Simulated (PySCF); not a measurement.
C4H10OSi, SMILES C=C[C@H]([SiH3])CO.

Geometry optimised at PBE0-D3(BJ)/def2-SVP. The structure was generated by enumeration; whether it is a known compound was not checked. The values are those of a single conformer.

Calculation: M06-2X/def2-TZVP (PySCF).

Gas-phase values at a fixed geometry.

Computed frontier levels, gap, dipole moment and polarisability:
* **highest occupied level**: -8.38 eV
* **lowest empty level**: 0.68 eV
* **orbital gap**: 9.07 eV
* **dipole moment**: 1.59 D
* **quadrupole, principal values (traceless, Buckingham form, about the centre of nuclear charge)**: -5.74, -1.81, 7.55 D·Å
* **mean static polarisability**: 80.1 bohr³ (11.86 Å³)
* **polarisability, principal values**: 69.3, 75.3, 95.6 bohr³
